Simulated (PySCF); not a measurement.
**Calculated NMR data**

Level of theory: PBE0/pcSseg-1 with gauge-including orbitals, structure optimised with GFN2-xTB, in PySCF (one averaged value for each set of equivalent atoms, isolated molecule, one computed conformer, relativity neglected).

Shifts are taken against calculated references (same method and geometry level): ¹H (σref 31.72) and ¹³C (σref 186.93) vs TMS. Where no couplings were computed, multiplicities follow the n + 1 count of equivalent neighbours, and m marks all less simple cases (inequivalent or close neighbours, rings, F or P nearby). Shifts are as computed. Against solution values, carbons near 30 ppm lie about +3 ppm off and those near 130 ppm about +5 ppm; carbons on Cl a further +6 ppm. Of 1211 compounds with measured shifts, 218 miss one by over three times the rms of a fit or turn the order of signals round; such compounds aren't used in these exercises. Carbons bonded to Cl come out too deshielded. OH and NH positions are gas-phase values without hydrogen bonding to other molecules.

**1.** SMILES CCO/C=C(\[SiH3])C(C)C, C7H16OSi. ¹H NMR (600 MHz, computed): δ 6.81 (s, 1H), 4.11 (s, 3H), 3.92 (q, 2H), 2.21 (sept, 1H), 1.41 (t, 3H), 1.10 (d, 6H). ¹³C{¹H} NMR (computed): δ 159.9 (CH), 121.1 (C), 69.7 (CH2), 36.6 (CH), 26.0 (CH3), 17.7 (CH3).

**2.** SMILES O=C(C)C1=NN(C)N=C1, C5H7N3O. ¹H NMR (600 MHz, computed): δ 8.18 (s, 1H), 4.30 (s, 3H), 2.67 (s, 3H). ¹³C{¹H} NMR (computed): δ 196.1, 152.2, 141.1, 41.9, 30.5.

**3.** SMILES ClC1=NOC(CO)=C1, C4H4ClNO2. ¹H NMR (600 MHz, computed): δ 6.60 (s, 1H), 5.07 (s, 2H), 0.78 (br s, 1H). ¹³C{¹H} NMR (computed): δ 183.2 (C), 164.5 (C), 113.4 (CH), 62.1 (CH2).
